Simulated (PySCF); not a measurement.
Electronic absorption of C4H5NOS

Species: C4H5NOS.
Z-matrix (Å and degrees, GFN2-xTB geometry), rows numbered from 1:
```
O 
C   1  1.4002
C   2  1.4968  1  113.16
C   3  1.4160  2  125.57  1  -166.62
C   4  1.3621  3  109.92  2  -178.41
S   5  1.7137  4  109.69  3    -0.08
N   3  1.3102  2  119.26  1    15.07
H   1  0.9668  2  107.37  3   -25.18
H   2  1.0960  1  107.73  3  -121.88
H   2  1.1051  1  110.13  3   120.99
H   4  1.0734  3  124.58  2     1.66
H   5  1.0708  4  129.33  3  -179.84
```

Level of theory: TDDFT CAM-B3LYP/def2-SVPD, vertical, gas phase, core orbitals frozen in the response in PySCF 2.14.0, density-fitted response routines.

Task: List the vertical singlet excitations with oscillator strengths and describe the spectrum.

Result: 

```tsv
state	E (eV)	λ (nm)	ν̃ (cm⁻¹)	f	main configurations (H = HOMO, L = LUMO)
S1	5.68	218.2	45840	0.161	H→L (90%)
S2	6.01	206.2	48500	0.0019	H-3→L (72%), H→L+1 (16%)
S3	6.12	202.7	49330	0.0008	H→L+1 (60%), H-3→L (20%)
S4	6.36	195.0	51290	0.050	H-1→L (88%)
S5	6.77	183.2	54590	0.0096	H-2→L (77%)
S6	7.00	177.2	56430	0.0011	H-1→L+1 (79%)
S7	7.13	173.8	57540	0.0084	H→L+2 (84%)
S8	7.49	165.4	60450	0.047	H→L+4 (37%), H-2→L+1 (10%), H-3→L+1 (8%)
```

Triplets, Tamm–Dancoff:

```
state  E (eV)  λ (nm)  main configurations (H = HOMO, L = LUMO)
   T1    4.16   297.9                    H→L (51%), H-1→L (42%)
   T2    4.32   286.9       H-1→L (46%), H→L (37%), H-2→L (12%)
   T3    5.39   230.0                               H-3→L (87%)
```

The lowest singlet comes at 218 nm (548 kJ/mol) in the ultraviolet; it is strong; its leading configuration is HOMO→LUMO (90%). The lowest level is also the most intense of those listed (f = 0.161). Löwdin shares by element: HOMO sulfur 36%, carbon 25% or more, oxygen 9% (atoms not listed hold the other 30%); LUMO carbon 38% or more, sulfur 23%, nitrogen 19% (atoms not listed hold the other 21%). Weighted by f, the mean energy of these states is 6.20 eV. The oscillator strengths of these states sum to 0.280; summed over the whole spectrum of an exact calculation they would give the number of electrons, 60 (Thomas–Reiche–Kuhn). The listed states span 1.81 eV, and the widest gap between neighbours is 0.41 eV (S4 to S5). Singlets were solved by full linear response, triplets in the Tamm–Dancoff approximation.

On one thread of an Intel Xeon Platinum 8259CL at 2.50 GHz, shared host with 32 logical CPUs at a one-minute load of 18, this took 43 s of wall time (grids of density and orbitals included) and 0.83 GiB of memory at its peak.

One conformer stands for the species.
